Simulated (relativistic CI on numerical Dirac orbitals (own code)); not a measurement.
Radial Dirac CI calculation of Ba XXXVII: levels, rates and radial parameters.

Command:

```sh
python run_levels.py task.json out
```

Input:

```
atom Ba  Z=56  charge=36  electrons=20
nucleus A=138  rms_radius_fm=4.8378
hamiltonian dirac-coulomb  breit=on  qed=on  c_scale=1
orbitals kli  potential=per-configuration
slater_scale 1
correlation none
mixing on
configurations
  [Ar] 3d2
  [Ne] 3s2 3p5 3d3
  [Ne] 3s2 3p4 3d4
  [Ne] 3s 3p6 3d3
  [Ne] 3p6 3d4
  [Ne] 3s 3p5 3d4
  [Ar] 3d 4s
  [Ar] 3d 4p
  [Ne] 3s2 3p4 3d3 4s
  [Ar] 3d 4d
  [Ne] 3s2 3p4 3d3 4p
  [Ne] 3s2 3p5 3d2 4s
  [Ne] 3s2 3p4 3d3 4d
  [Ar] 3d 4f
  [Ne] 3s 3p5 3d3 4s
  [Ne] 3s 3p5 3d3 4p
  [Ne] 3s2 3p5 3d2 4p
  [Ne] 3s 3p5 3d3 4d
  [Ne] 3p6 3d3 4s
  [Ne] 3s2 3p5 3d2 4d
end
```

Hardware: one thread of AMD EPYC 9R45 96-Core, on a shared host. Rates were computed among at most 500 levels.

**Question.** How large is the problem, and how long does it take?

**Answer.** 9703 determinants at the lowest M give 9703 levels; 142 SCF iterations in all; about 11 s of CPU and 0.52 GiB at the peak.
